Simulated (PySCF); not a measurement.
Molfile (atoms numbered from 1):
```
BFH4O2Si
     RDKit          3D

  9  8  0  0  0  0  0  0  0  0999 V2000
    1.3349    0.5815    0.8727 O   0  0  0  0  0  0  0  0  0  0  0  0
    0.5697   -0.1809    0.0473 B   0  0  0  0  0  0  0  0  0  0  0  0
    1.0149   -1.2869   -0.6074 O   0  0  0  0  0  0  0  0  0  0  0  0
   -1.3579    0.4052   -0.2223 Si  0  0  0  0  0  4  0  0  0  0  0  0
   -2.1380    0.3888    1.2166 F   0  0  0  0  0  0  0  0  0  0  0  0
    2.2402    0.2762    1.0070 H   0  0  0  0  0  0  0  0  0  0  0  0
    1.9409   -1.5113   -0.4535 H   0  0  0  0  0  0  0  0  0  0  0  0
   -2.1118   -0.4944   -1.1453 H   0  0  0  0  0  0  0  0  0  0  0  0
   -1.4367    1.8037   -0.7472 H   0  0  0  0  0  0  0  0  0  0  0  0
  1  2  1  0
  2  3  1  0
  2  4  1  0
  4  5  1  0
  1  6  1  0
  3  7  1  0
  4  8  1  0
  4  9  1  0
M  END
```

Geometry: PBE0-D3(BJ)/def2-SVP; GIAO shifts from PySCF, gas phase, non-relativistic, averaged over equivalent atoms.

At PBE0/pcSseg-1 (112 basis functions, 16 s wall time on 1 thread of an Arm Neoverse N1, shared host):
```
atoms  δ (ppm)
O1/O3    144.7
   B2     27.6
  Si4      0.3
   F5   -258.3
H8/H9     5.28
H6/H7     3.56
```

Scale: H2O for 17O (334.56 ppm); BF3·OEt2 for 11B (100.73 ppm); TMS for 29Si (351.99 ppm), 1H (31.27 ppm); 19F (177.25 ppm) vs CFCl3 (reference shieldings calculated alike).

Predict the values at PBE/pcSseg-2 on the same geometry.

## Answers


| atoms | δ at PBE/pcSseg-2 | change |
| --- | --- | --- |
| O1/O3 | 153.0 | +8.3 |
| B2 | 26.9 | -0.7 |
| Si4 | -5.0 | -5.3 |
| F5 | -272.3 | -14.0 |
| H8/H9 | 5.57 | +0.29 |
| H6/H7 | 3.47 | -0.09 |

Referencing at the same level of theory: 17O (327.88 ppm) vs H2O; 11B (92.70 ppm) against BF3·OEt2; 29Si (323.43 ppm), 1H (31.18 ppm) against TMS; 19F (142.93 ppm) vs CFCl3.

The largest change is at F5 (fluorine bonded to Si). Cost: 243 basis functions, 45 s wall time on 1 thread of an Arm Neoverse N1, shared host.

Unscaled 19F shifts against computed CFCl3 carry errors that often reach 10 to 50 ppm. Experimental scales use liquid or dissolved standards, which lie at an offset from isolated H2O (liquid H2O: subtract about 36 ppm).
